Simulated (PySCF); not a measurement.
C5H7F, SMILES F/C=C\C1CC1. Atoms are numbered in the order given.

```xyz
13

F      0.7241     2.2497     0.0000
C     -0.5185     1.7350     0.0000
C     -0.7441     0.4211     0.0000
C      0.3021    -0.6211     0.0000
C      0.0757    -1.9194     0.7501
C      0.0757    -1.9194    -0.7501
H     -1.2924     2.5069     0.0000
H     -1.7910     0.1018     0.0000
H      1.3236    -0.2327     0.0000
H      0.9292    -2.3567     1.2752
H     -0.8800    -2.0435     1.2678
H     -0.8800    -2.0435    -1.2678
H      0.9292    -2.3567    -1.2752
```

Geometry optimised at B3LYP-D3(BJ)/def2-SVP. The structure was generated by enumeration; whether it is a known compound was not checked. The values are those of a single conformer.

Computed with B3LYP-D3(BJ)/def2-SVP in PySCF.

Frequencies are harmonic and unscaled.

```tsv
mode	ν (cm⁻¹)	IR (km/mol)	Raman (Å⁴/amu)	depolarisation	moving atoms (share of kinetic energy)
1	70	0.2	0.7	0.75	C 57 %, H 24 %, F 19 %
2	175	3.9	0.5	0.52	F 46 %, C 41 %, H 13 %
3	260	4.8	4.4	0.75	C 58 %, H 38 %
4	339	0.1	3.2	0.27	C 60 %, H 26 %, F 15 %
5	542	1.8	2.1	0.75	C 66 %, H 30 %
6	675	1.2	8.9	0.44	C 76 %, F 13 %, H 12 %
7	769	26.3	2.9	0.75	H 74 %, C 24 %
8	771	0.4	3.5	0.58	H 94 %
9	823	4.4	7.9	0.75	H 65 %, C 35 %
10	870	10.0	6.9	0.53	H 48 %, C 45 %
11	916	10.7	9.9	0.75	C 67 %, H 33 %
12	932	0.1	7.9	0.75	H 74 %, C 26 %
13	969	40.9	13.0	0.75	C 58 %, H 42 %
14	1039	37.5	13.9	0.23	H 55 %, C 29 %, F 16 %
15	1060	31.1	2.4	0.74	H 52 %, C 38 %, F 10 %
16	1068	3.6	0.1	0.75	H 72 %, C 28 %
17	1125	0.6	0.4	0.75	H 90 %, C 10 %
18	1182	0.7	7.0	0.75	H 70 %, C 30 %
19	1196	29.3	6.2	0.54	H 49 %, C 45 %
20	1221	0.3	27.1	0.14	C 51 %, H 48 %
21	1262	36.3	19.8	0.59	H 72 %, C 22 %
22	1333	0.9	5.4	0.42	H 73 %, C 26 %
23	1437	32.6	13.0	0.36	H 60 %, C 39 %
24	1439	1.8	12.4	0.75	H 92 %, C 8 %
25	1492	1.4	13.4	0.51	H 61 %, C 39 %
26	1755	38.9	93.3	0.22	C 93 %
27	3120	16.4	39.1	0.75	H 96 %
28	3124	7.7	189.4	0.03	H 95 %
29	3165	0.5	106.5	0.33	H 92 %, C 8 %
30	3174	2.8	16.9	0.17	H 92 %, C 8 %
31	3208	9.9	126.1	0.23	H 91 %, C 9 %
32	3209	0.1	101.6	0.75	H 89 %, C 11 %
33	3220	12.9	53.3	0.63	H 89 %, C 11 %
```
